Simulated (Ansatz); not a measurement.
CH3BClFOSi can be A, `F[Si@H](Cl)[C@H]1BO1`, or B, `FB1OC1[SiH2]Cl`.

Isolated molecules relaxed with PBE0-D4/def2-TZVP in Ansatz; ΔE leaves out vibrations. CCSD(T)/CBS is the MP2 limit (def2-TZVPP, def2-QZVPP) plus CCSD(T) − MP2 in def2-TZVPP, frozen cores. DFT in def2-TZVPP. B3LYP here is the variant with VWN-RPA as its local correlation; programs differ in this. One conformer a species, not always the lowest.

**Question.** Which is lower in electronic energy at CCSD(T)/CBS, and by how much? (Best estimate.)

**Answer.** The calculation gave: A, by 30.5 kJ/mol.

**Question.** Give E(B) − E(A) in kJ/mol with ωB97M-V, MP2/def2-TZVPP, B2PLYP, CCSD(T)/def2-TZVPP, B3LYP-D4, CCSD/def2-TZVPP, PBE-D4. (An estimate is asked.)

**Answer.** The calculation gave: ωB97M-V 27.8, MP2/def2-TZVPP 29.1, B2PLYP 26.4, CCSD(T)/def2-TZVPP 25.8, B3LYP-D4 24.4, CCSD/def2-TZVPP 26.1, PBE-D4 19.2. None reverses the order clearly.

Largest T1 diagnostic: 0.014.
